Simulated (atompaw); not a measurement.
# cerium: one change to a PAW (atompaw) potential, before and after

cerium (Ce), PAW, made with atompaw 4.2.0.5 (PBE, scalar-relativistic). Core [Kr] 4d10, reference 4f1 5s2 5p6 5d1 6s1 6p0 (charge +1). Waves: 5s (bound): rc 2.75 bohr; 6s (bound): rc 3.00 bohr; 5p (bound): rc 2.55 bohr; 6p (bound, empty): rc 3.00 bohr; 5d (bound): rc 3.00 bohr; 5d channel at 0.3 Ry: rc 3.00 bohr; 4f (bound): rc 1.00 bohr; 4f channel at 1.25 Ry: rc 1.00 bohr. Local part: bessel scheme, radius 2.60 bohr. Core correction: smooth core density matched at 2.20 bohr. Augmentation charge: sinc compensation charge, radius 2.50 bohr; PAW radius 3.00 bohr; waves and projectors: custom polynom vanderbiltortho.

Change: local potential troulliermartins scheme with l = 4 at 0 Ry, radius 2.60 bohr.

Cutoffs: the cutoffs (Ry, on a coarse ladder) from which the occupation-weighted sum of valence levels, in a spherical-Bessel basis at the reference potential, stays within 10 and 1 mRy of its value at 400 Ry; they do not see the model core or the augmentation charge, which bear on the density cutoff.

Question: What does the change do?

Answer: The potential gets neither clearly harder nor softer (110 Ry and 200 Ry → 110 Ry and 200 Ry); the range in which the s phases agree narrows (upper end 3.3 → 2.1); the range in which the p phases agree narrows (upper end at the end of the scan → 0.6); neither file shows a bound ghost.

| quantity | base | changed |
| --- | --- | --- |
| cutoff, loose | 110 Ry | 110 Ry |
| cutoff, tight | 200 Ry | 200 Ry |
| bound ghosts | none | none |
| s: phases at 3.01 bohr within 0.05 rad from the reference energy up to (Ry; the scan ends near 5) | 3.3 | 2.1 |
| p: phases at 3.01 bohr within 0.05 rad from the reference energy up to (Ry; the scan ends near 5) | to the end of the scan | 0.6 |
| d: phases at 3.01 bohr within 0.05 rad from the reference energy up to (Ry; the scan ends near 5) | 2.5 | to the end of the scan |
| f: phases at 3.01 bohr within 0.05 rad from the reference energy up to (Ry; the scan ends near 5) | 4.3 | 4.6 |
| lowest overlap eigenvalue by channel | s 0.73, p 0.71, d 0.95, f 1.00 | s 0.68, p 0.71, d 0.92, f 0.97 |

 The cutoffs see the waves, projectors and local potential, not the compensation charge or the core.
